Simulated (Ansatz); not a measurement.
Cost and result for the atomization energy of `[F][In]([F])[O][SiH3]` (8 atoms, 7 bonds).

Charge 0, multiplicity 1. Correlated methods include outer-core shells of In, which these sets cover unevenly. In: def2 effective core potential. The structure was optimised at the PBE0-D4/def2-TZVP level. It is one conformer, not always the lowest. Program: Ansatz. All runs use 4 threads of an Arm Neoverse V2 on a shared host. Times are those of one run each, without the atoms' runs, and a repeat can differ threefold. Electronic energies, without spin–orbit coupling; frozen cores. CCSD(T)/CBS adds CCSD(T) − MP2 in def2-TZVPP to the MP2 limit, and its time is that of the two runs behind it. T1 = 0.017. With those shells the extrapolation isn't a true limit. B3LYP takes the VWN-RPA correlation (the form of Gaussian; ORCA's B3LYP/G). HSE06 is the plane-wave form, built on full-range PBE exchange.

CCSD(T)/CBS is a level of theory with its own doubt, some kJ/mol a heavy atom from the limit and from the frozen cores, so smaller differences don't rank the functionals.

```csv
level,functions,wall time
LDA (SPW92)/def2-TZVPP,227,1.1 s
revPBE-D4/def2-TZVPP,227,1.6 s
BLYP-D4/def2-TZVPP,227,1.8 s
HSE06-D4/def2-TZVPP,227,2.8 s
BHLYP-D4/def2-TZVPP,227,2.8 s
B3LYP-D4/def2-TZVPP (with forces),227,4 s
r2SCANh-D4/def2-TZVPP,227,4.3 s
PBE-QIDH/def2-TZVPP,227,4.8 s
CCSD(T)/def2-SVP,101,6 s
ωB97X-V/def2-TZVPP,227,6.5 s
MP2/def2-QZVPP,413,14 s
CCSD(T)/def2-TZVPP,227,3 min
CCSD(T)/CBS(def2),–,3.2 min
```

(1) What atomization energy does each give, and how far from CCSD(T)/CBS? (Estimate.)

Results:

(1) Ansatz gave: 
```json
{"level": "LDA (SPW92)/def2-TZVPP", "atomization (kcal/mol)": "700.6", "difference from CCSD(T)/CBS": "81.3", "per bond": "11.6"}
{"level": "revPBE-D4/def2-TZVPP", "atomization (kcal/mol)": "594.3", "difference from CCSD(T)/CBS": "-25.0", "per bond": "-3.6"}
{"level": "BLYP-D4/def2-TZVPP", "atomization (kcal/mol)": "606.0", "difference from CCSD(T)/CBS": "-13.3", "per bond": "-1.9"}
{"level": "HSE06-D4/def2-TZVPP", "atomization (kcal/mol)": "595.6", "difference from CCSD(T)/CBS": "-23.7", "per bond": "-3.4"}
{"level": "BHLYP-D4/def2-TZVPP", "atomization (kcal/mol)": "579.0", "difference from CCSD(T)/CBS": "-40.3", "per bond": "-5.7"}
{"level": "B3LYP-D4/def2-TZVPP (with forces)", "atomization (kcal/mol)": "601.6", "difference from CCSD(T)/CBS": "-17.7", "per bond": "-2.5"}
{"level": "r2SCANh-D4/def2-TZVPP", "atomization (kcal/mol)": "602.8", "difference from CCSD(T)/CBS": "-16.5", "per bond": "-2.3"}
{"level": "PBE-QIDH/def2-TZVPP", "atomization (kcal/mol)": "598.6", "difference from CCSD(T)/CBS": "-20.7", "per bond": "-2.9"}
{"level": "CCSD(T)/def2-SVP", "atomization (kcal/mol)": "563.0", "difference from CCSD(T)/CBS": "-56.3", "per bond": "-8.0"}
{"level": "ωB97X-V/def2-TZVPP", "atomization (kcal/mol)": "616.5", "difference from CCSD(T)/CBS": "-2.8", "per bond": "-0.4"}
{"level": "MP2/def2-QZVPP", "atomization (kcal/mol)": "629.1", "difference from CCSD(T)/CBS": "9.8", "per bond": "1.4"}
{"level": "CCSD(T)/def2-TZVPP", "atomization (kcal/mol)": "595.8", "difference from CCSD(T)/CBS": "-23.5", "per bond": "-3.4"}
{"level": "CCSD(T)/CBS(def2)", "atomization (kcal/mol)": "619.3", "difference from CCSD(T)/CBS": "0.0", "per bond": "0.0"}
```

At CCSD(T), def2-SVP lies −56.3 kcal/mol from the extrapolated value and def2-TZVPP −23.5 kcal/mol: correlation converges slowly with the basis, and small sets miss more of it in the bonded molecule than in its fragments. From BLYP to BHLYP (50 % exact exchange), in def2-TZVPP and without D4, the atomization energy moves by −24.5 kcal/mol: exact exchange takes away binding that semilocal exchange gives to molecules. The D4 term adds +6.0 kcal/mol with B3LYP and +3.1 kcal/mol with PBE0; it sums over pairs of atoms, weighted by their polarisabilities, and B3LYP, whose exchange is more repulsive, gets the larger term.

Spin–orbit coupling would lower the free In atoms strongly, and the atomization energy with them, by more than many differences here.
